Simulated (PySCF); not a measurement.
## AlH + 2 HBr → AlH₃ + Br₂

Level: PBE in the def2-TZVP basis family, all electrons, no relativity, computed in PySCF with density fitting; open shells unrestricted.

```
species              state and structure       E (Eh)  ZPE (kJ/mol)  H(298 K) − H(0) (kJ/mol)  S° (J/(mol K))
    AlH       singlet, C∞v, Al–H 1.680 Å   -242.83773           9.5                       8.7           188.0
    HBr       singlet, C∞v, H–Br 1.433 Å  -2574.36782          15.4                       8.7           198.6
   AlH₃  singlet, D3h, Al–H 1.596 Å (×3)   -244.05060          46.9                      10.7           208.0
    Br₂      singlet, D∞h, Br–Br 2.311 Å  -5147.53281           1.9                       9.7           245.5
```

**Question.** What is the electronic reaction energy?

**Answer.** At PBE/def2-TZVP, ΔE = -26.4 kJ/mol from the differences of the total energies times 2625.5, downhill. 

**Question.** Add zero-point, thermal and entropy terms for 298.15 K and 1 bar.

**Answer.** ΔZPE = 8.5 and Δ[H(298) − H(0)] = -5.7 kJ/mol give ΔH° = -23.6 kJ/mol. ΔS° = -131.7 J/(mol K), so ΔG° = -23.6 − 298.15 × (-0.1317) = 16 kJ/mol and log₁₀K = -2.7. ΔG° would change sign near 180 K if ΔH° and ΔS° stayed fixed.

Each species is the lowest minimum found with this bonding; other isomers or fragments can lie lower.
